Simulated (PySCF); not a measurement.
C5H8FN.
Geometry (GFN2-xTB, Å), atoms numbered from 1 in this order:
```xyz
15
C5H8FN angstrom
N      2.4103   -0.9824   -0.5240
C      1.6290   -0.0406   -0.7871
C      0.4708    0.4647    0.0175
C     -0.2293   -0.4912    1.0047
C     -1.5893   -0.0547    0.4360
C     -0.8665    0.6332   -0.7267
F     -1.2435    1.9312   -0.9633
H      2.2327   -1.4587    0.3606
H      1.8027    0.4901   -1.7211
H      0.7576    1.4110    0.4842
H     -0.0078   -1.5371    0.7952
H     -0.0670   -0.2956    2.0619
H     -2.2824   -0.8462    0.1628
H     -2.0991    0.6726    1.0639
H     -0.9225    0.1118   -1.6866
```

The calculation used PBE0/def2-SVPD in PySCF (dipole) on a GFN2-xTB geometry, gas phase.

Masses are those of the commonest isotopes; rigid-rotor values at the optimised geometry. The values belong to one conformer with, in the numbering `[H]/[N:1]=[CH:2]\[C@@H:3]1[CH2:4][CH2:5][C@H:6]1[F:7]`, N1–C2–C3–C4 -25°, C2–C3–C4–C5 -132°, C3–C4–C5–C6 12°, C4–C5–C6–F7 -130°, C2–C3–C6–C5 134°.

Q: Give the principal moments of inertia and the rotational constants in MHz.

A: Ia = 106.63, Ib = 263.95, Ic = 340.76 u·Å²; 505379 MHz·u·Å²/I gives A = 4740, B = 1915, C = 1483 MHz.

Q: Classify the top.

A: An asymmetric top; Ray's κ = -0.735.

Q: Is it planar, by Δ = Ic − Ia − Ib?

A: Not planar: Δ = Ic − Ia − Ib = -29.82 u·Å². For a rigid frame Δ = −2 Σ m c², so Σ m c² = 14.91 u·Å² lies off the ab plane: 7.63 from hydrogen and 7.28 from heavier atoms. The atom farthest from that plane is 1.48 Å away.

Q: Give the other two planar moments, Paa and Pbb, and the rms extents of the mass along the axes.

A: Paa = Σ m a² = (Ib + Ic − Ia)/2 = 249.04 and Pbb = Σ m b² = (Ia + Ic − Ib)/2 = 91.72 u·Å². With the mass M = 101.06 u, the rms extents √(P/M) along a, b and c are 1.57, 0.95, 0.38 Å.

Q: List the rotational levels J(Ka,Kc) to J = 4 (MHz).

A: Above 0(0,0):
J = 1: 1(0,1) 3398, 1(1,1) 6223, 1(1,0) 6654
J = 2: 2(0,2) 10148, 2(1,2) 12587, 2(1,1) 13882, 2(2,1) 22357, 2(2,0) 22402
J = 3: 3(0,3) 20161, 3(1,3) 22106, 3(1,2) 24692, 3(2,2) 32550, 3(2,1) 32776, 3(3,1) 47781, 3(3,0) 47784
J = 4: 4(0,4) 33323, 4(1,4) 34751, 4(1,3) 39045, 4(2,3) 46106, 4(2,2) 46761, 4(3,2) 61455, 4(3,1) 61477, 4(4,1) 82666, 4(4,0) 82667

Q: Which types of transition are allowed, and where do some lines up to J = 2 fall?

A: The dipole components are |μa| = 1.01 D, |μb| = 2.04 D, |μc| = 0.21 D. Intensities carry the squares of the components, which stand as 0.25 : 1.00 : 0.01 (a : b : c). Some of the stronger lines:

| type | branch | J(Ka,Kc) | MHz | lower level (cm⁻¹) |
| --- | --- | --- | --- | --- |
| a | Q | 1(1,0) ← 1(1,1) | 432 | 0.208 |
| a | Q | 2(1,1) ← 2(1,2) | 1295 | 0.420 |
| c | Q | 2(1,2) ← 2(0,2) | 2439 | 0.338 |
| c | Q | 1(1,1) ← 1(0,1) | 2825 | 0.113 |
| b | Q | 1(1,0) ← 1(0,1) | 3257 | 0.113 |
| a | R | 1(0,1) ← 0(0,0) | 3398 | 0.000 |
| b | Q | 2(1,1) ← 2(0,2) | 3734 | 0.338 |
| b | R | 2(0,2) ← 1(1,1) | 3925 | 0.208 |
| b | R | 1(1,1) ← 0(0,0) | 6223 | 0.000 |
| a | R | 2(1,2) ← 1(1,1) | 6364 | 0.208 |
| c | R | 1(1,0) ← 0(0,0) | 6654 | 0.000 |
| a | R | 2(0,2) ← 1(0,1) | 6750 | 0.113 |
| a | R | 2(1,1) ← 1(1,0) | 7227 | 0.222 |
| c | Q | 2(2,1) ← 2(1,1) | 8475 | 0.463 |
| b | Q | 2(2,0) ← 2(1,1) | 8521 | 0.463 |
| b | R | 2(1,2) ← 1(0,1) | 9189 | 0.113 |
| b | Q | 2(2,1) ← 2(1,2) | 9770 | 0.420 |
| c | R | 2(1,1) ← 1(0,1) | 10484 | 0.113 |
| b | R | 2(2,1) ← 1(1,0) | 15702 | 0.222 |
| c | R | 2(2,0) ← 1(1,0) | 15748 | 0.222 |
| c | R | 2(2,1) ← 1(1,1) | 16134 | 0.208 |
| b | R | 2(2,0) ← 1(1,1) | 16180 | 0.208 |

Q: Estimate the classical rotational partition function at 10 K, 100 K and 500 K.

A: Point group C1, symmetry number σ = 1; q = (√π/σ)·√((kT/h)³/(ABC)), k/h = 20836.6 MHz/K: 1450 at 10 K, 46000 at 100 K, 514000 at 500 K.

No frequency check. Constants of a rigid frame at the computed geometry: no zero-point averaging, no centrifugal distortion. Quadrupole hyperfine structure (14N) is left out.
